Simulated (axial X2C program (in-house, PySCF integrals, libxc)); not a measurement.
## AsO⁺: properties at the nuclei

Computed with an axial X2C code built on PySCF integrals: two-component X2C with atomic mean-field Coulomb and Gaunt terms, Gaussian nuclei, basis As dyall-cv3z, O dyall-av3z with contracted cores.

R = 1.554 Å (near the PBE0 minimum at charge 1 of the determinant lowest at the starting distance; the state shown can have its own minimum elsewhere).

Input and command:
```json
{"zs": [33, 8], "q": 1, "bas": ["dyall-cv3z", "dyall-av3z"], "r0": 1.71, "levels": ["PBE0", "HF", "PBE50", "LDA", "BHandHLYP"], "nst": 3}
```
```bash
python soeom.py task.json out
```

Keys: zs atomic numbers; q charge; bas basis sets; r0 starting distance in Å; levels methods; nst determinants followed.

Determinant lowest in the PBE0 search, Ω = 0 (closed shell), highest spinor 59% O p, 25% As p, 9% As s:

| level | qzz As (a.u.) | qzz O (a.u.) |
| --- | --- | --- |
| PBE0 | -5.83 | -0.51 |
| HF | -7.05 | -0.46 |
| PBE50 | -6.29 | -0.48 |
| LDA | -5.37 | -0.56 |
| BHandHLYP | -6.18 | -0.54 |

qzz is the electric field gradient, eQq0 = 234.96 MHz × Q/barn × qzz. The operators were transformed with the bare-nucleus X2C matrices; with these basis sets, hyperfine constants and field gradients can be off by tens of per cent, and where levels differ in sign neither size nor sign is settled.

Question: With Q(75As) = 0.311 barn, Q(17O) = -0.02558 barn (Q from Pyykkö, Mol. Phys. 2018), turn the PBE0 values of the first state into constants in MHz.

Answer: eQq0(75As) = 234.96 × (0.311) × (-5.83) = -426 MHz; eQq0(17O) = 234.96 × (-0.02558) × (-0.51) = 3.07 MHz.

Each state is one determinant with collinear spin. The search compared states at one distance, so a state with another bond length can lie lower.
